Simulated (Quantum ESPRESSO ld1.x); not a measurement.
Values are calculated unless marked as measured or tabulated.
Q: All-electron atom: V II in [Ar] 3d4 (the NIST ground configuration). Level of theory: Dirac Kohn-Sham, PBE, spin-unpolarised, spherical densities, point nucleus; open shells are shared between the two j in proportion to 2j + 1; speed of light set to 274.072 atomic units (2 times the physical value, a model run) (ld1.x of Quantum ESPRESSO 7.5).

Spin-orbit splittings of the eigenvalues, e(l+1/2) - e(l-1/2), with zeta = 2 splitting/(2l+1) and mean radii in bohr:

shell  occ.  splitting (eV)  zeta (eV)  <r> j=l-1/2  <r> j=l+1/2
2p        6           1.756      1.171       0.2743       0.2750
3p        6               ?          ?        1.030        1.033
3d        4         0.01471   0.005883        1.545        1.546

Estimate the 3p splitting.

A: 0.2000 eV (zeta = 0.1333 eV).
